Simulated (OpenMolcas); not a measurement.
## Mo3+: ligand-field states by method

Mo3+ with its 8 nearest fluoride ions at 2.212 Å, on the Ca site of CaF2 (a = 5.46294 Å, distance in the model lattice 2.366 Å). The rest of the host is ab initio model potentials to 7.6 Å and point charges beyond; the distance is set by hand and nothing relaxes, and no local charge compensation is placed. Ligand basis ANO-RCC-VDZP.

```yaml
Program: OpenMolcas 26.06
Basis: ANO-RCC-VTZP [7s6p4d2f1g]
Scalar_Hamiltonian: DKH2, point nucleus
Active_space: 3 electrons in 5 orbitals (4d)
State_averaging: 2S+1 = 4 even, 10 roots; 2S+1 = 2 even, 40 roots
Spin-orbit_coupling: state interaction with AMFI integrals over the reference wave functions
```

I. CASSCF
II. SS-CASPT2, IPEA 0.25 Eh, imaginary shift 0.1 Eh (closed shells correlated: 4s 4p and the ligand valence shells)
III. SS-CASPT2, IPEA 0.25 Eh, sigma2 regulariser 0.3 Eh (closed shells correlated: 4s 4p and the ligand valence shells)

Spin-free states (labels of O, the rotations of Oh) in cm-1, each column counted from its own energy of the first state listed:

| State | Degeneracy | I | II | III |
| --- | --- | --- | --- | --- |
| 4T1 | 3 | 0 | 0 | 0 |
| 2E | 2 | 170 | -2970 | -2970 |
| 2T1 | 3 | 12761 | 9470 | 9470 |
| 4T2 | 3 | 13116 | 13890 | 13890 |
| 2T2 | 3 | 13269 | 10370 | 10370 |
| 2T1 | 3 | 17283 | 12440 | 12440 |
| 4T1 | 3 | 23096 | 20990 | 20990 |
| 2T2 | 3 | 24967 | 21390 | 21390 |
| 2A1 | 1 | 25424 | 22950 | 22950 |
| 4A2 | 1 | 27544 | 30000 | 30000 |
| 2T1 | 3 | 28146 | 25350 | 25350 |
| 2E | 2 | 29885 | 26660 | 26660 |
| 2T2 | 3 | 32410 | 27200 | 27200 |
| 2T1 | 3 | 34452 | 30470 | 30470 |
| 2T2 | 3 | 35271 | 29900 | 29910 |
| 2E | 2 | 39970 | 37960 | 37960 |
| 2A2 | 1 | 40276 | 34400 | 34410 |
| 2T1 | 3 | 45080 | 42420 | 42430 |
| 2E | 2 | 56564 | 48390 | 48390 |
| 2T2 | 3 | 60138 | 53580 | 53580 |

II puts a state of multiplicity 2 lowest, 3000 cm-1 below that state. III puts a state of multiplicity 2 lowest, 3000 cm-1 below that state.

From I to II, I's first state of the same spin (4T2) moves from 13116 to 13890 cm-1, by about +780 cm-1.

I: A least-squares ligand-field fit to the states below 45000 cm-1, each weighted by its degeneracy and with a free common offset, gives 10Dq = -14547 cm-1 (negative for this site), B = 744 cm-1 and C = 3038 cm-1 (C/B = 4.08), with an rms deviation of 93 cm-1. The same method and metal basis give the free ion B = 813 cm-1 (fit to its terms below 60000 cm-1, rms deviation 33 cm-1), so the nephelauxetic ratio is β = 744 / 813 = 0.92; it hangs on how both fits weigh the states, and computed free-ion B values tend to be too large, so β mixes covalency with correlation.

II: A least-squares ligand-field fit to the states below 45000 cm-1, each weighted by its degeneracy and with a free common offset, gives 10Dq = -15226 cm-1 (negative for this site), B = 517 cm-1 and C = 2461 cm-1 (C/B = 4.76), with an rms deviation of 389 cm-1. The same method and metal basis give the free ion B = 671 cm-1 (fit to its terms below 60000 cm-1, rms deviation 271 cm-1), so the nephelauxetic ratio is β = 517 / 671 = 0.77; it hangs on how both fits weigh the states, and computed free-ion B values tend to be too large, so β mixes covalency with correlation.

III: A least-squares ligand-field fit to the states below 45000 cm-1, each weighted by its degeneracy and with a free common offset, gives 10Dq = -15227 cm-1 (negative for this site), B = 517 cm-1 and C = 2462 cm-1 (C/B = 4.76), with an rms deviation of 389 cm-1. The same method and metal basis give the free ion B = 671 cm-1 (fit to its terms below 60000 cm-1, rms deviation 269 cm-1), so the nephelauxetic ratio is β = 517 / 671 = 0.77; it hangs on how both fits weigh the states, and computed free-ion B values tend to be too large, so β mixes covalency with correlation.

From I to II, 10Dq changes by +5 %, B by -31 % and C by -19 %.

χT at 300 K: I 0.63, II 0.41, III 0.41 cm3 K/mol.

Roots that are degenerate in the reference are averaged as groups; the widest CASPT2 spread within a group is 560 cm-1 (the 3-fold group of multiplicity 2 near 13300 cm-1 above the lowest state of its run, II). Shifts and gaps below about the spread of the groups concerned are not significant. Over all roots computed the reference weight is 0.68 to 0.69 in II, 0.68 to 0.69 in III; a low but even weight reflects the number of correlated electrons. Ligand-to-metal charge-transfer states are missing. With no ligand orbital active B as a rule stays too high, so bands that hang on it stand too high and its fall with covalency is understated. Spin-orbit coupling mixes the spin-free states strongly: the lowest level takes only 67 % from its leading state, 4T1 (holds for I). Without dynamic correlation the repulsion within the d shell is too large (B by tens of per cent), so at a given field states of lower spin stand too high (holds for I). This shell can be high or low spin here, a state of another spin lies low, and with metal d orbitals alone active their balance is uncertain, so the ground spin may be wrong (holds for I). With metal d orbitals alone the field can be off either way by tens of per cent (holds for I). An orbital doublet at a regular site is open to a Jahn-Teller distortion, which this geometry leaves out (holds for II; III). This shell can be high or low spin here, a state of another spin lies low, and with metal d orbitals alone active their balance is uncertain, so the ground spin may be wrong, although the usual error favours high spin (holds for II; III). With one d shell and no ligand orbital active, 10Dq can be off by a tenth or more (holds for II; III). No measured value stands beside these numbers; the geometry was set by hand and not optimised.
